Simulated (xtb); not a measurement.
xtb input (GFN2-xTB):

```bash
xtb mol.xyz --gfn 2 --ohess tight --chrg 0 --uhf 0
```
mol.xyz:
```
8

Si     0.02485696    -0.18399268     0.22574739
F      0.06819701    -0.58862556     1.85008294
O     -0.49048125     1.40296392     0.03196424
O      1.60909792    -0.32573844    -0.44670925
O     -0.96206861    -1.26922049    -0.61269728
H     -0.48881094     1.57123618    -0.97122776
H      2.14766916     0.31906845     0.12513986
H     -1.86291785    -1.14213181    -0.23201105
```

End of the output:

```
   ------------------------------------------------------------------------
    298.15    0.793920E-02    0.520920E-01    0.369788E-01    0.151132E-01
   ------------------------------------------------------------------------

         :::::::::::::::::::::::::::::::::::::::::::::::::::::
         ::                  THERMODYNAMIC                  ::
         :::::::::::::::::::::::::::::::::::::::::::::::::::::
         :: total free energy         -20.383553830593 Eh   ::
         ::.................................................::
         :: total energy              -20.398667077583 Eh   ::
         :: zero point energy           0.044152816336 Eh   ::
         :: G(RRHO) w/o ZPVE           -0.029039569346 Eh   ::
         :: G(RRHO) contrib.            0.015113246990 Eh   ::
         :::::::::::::::::::::::::::::::::::::::::::::::::::::

optimized geometry written to: xtbopt.xyz

           -------------------------------------------------
          | TOTAL ENERGY              -20.398667077583 Eh   |
          | TOTAL ENTHALPY            -20.346575063821 Eh   |
          | TOTAL FREE ENERGY         -20.383553830593 Eh   |
          | GRADIENT NORM               0.000202409417 Eh/α |
          | HOMO-LUMO GAP              11.057558333873 eV   |
           -------------------------------------------------

------------------------------------------------------------------------
------------------------------------------------------------------------
 total:
 SCF:
 ANC optimizer:
 analytical hessian:
```
